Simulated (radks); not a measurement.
The numbers below are computed, except where a source is named.
The scandium ion Sc+, 20 electrons, occupied as [Ar] 3d1 4s1.

Code: a radial shooting solver on a logarithmic mesh with Libxc functionals. Model: non-relativistic Kohn-Sham, Slater X-alpha with alpha = 0.683, spin-polarised, spherical densities, point nucleus; open shells are filled with parallel spins first.

Energy parts (eV):
| part | energy |
|---|---|
| total | -20617.264 |
| kinetic | 20617.264 |
| electron-nucleus | -48776.178 |
| Hartree | 8521.054 |
| exchange | -979.404 |

Orbitals (lengths in bohr, moments of r in powers of bohr):
orbital  occ.  eigenvalue (eV)      <r^4>      <r>
1s up       1        -4367.516  0.0001363  0.07373
1s down     1        -4367.489  0.0001363  0.07373
2s up       1        -474.6331    0.03584   0.3471
2s down     1        -474.3185    0.03575   0.3469
2p up       3        -393.9008    0.02879   0.3090
2p down     3        -393.6535    0.02870   0.3088
3s up       1         -60.4946      3.020    1.085
3s down     1         -59.4286      2.958    1.081
3p up       3         -39.9556      4.700    1.174
3p down     3         -38.8248      4.487    1.166
3d up       1          -9.8962      39.34    1.734
3d down     0          -8.2759      29.91    1.620
4s up       1          -9.8969      247.3    3.348
4s down     0          -7.0726      310.7    3.445

The highest occupied level is 3d up at -9.896 eV. Summed over all electrons, <r^2> = 30.05 bohr^2, which gives a Langevin (diamagnetic) susceptibility term of -23.8 x 10^-6 cm^3/mol. The spin density at the nucleus is 2.939 e/bohr^3 (1s 0.032, 2s -0.214, 3s -0.108, 4s 3.229), a Fermi contact field of 154 T. For comparison, the ionisation energy in NIST's Atomic Spectra Database is 12.800 eV (measured). In exact Kohn-Sham theory the highest level is minus the ionisation energy, but local and semilocal functionals leave it too shallow, through self-interaction and a potential that decays too fast; potentials with the right tail come closer.
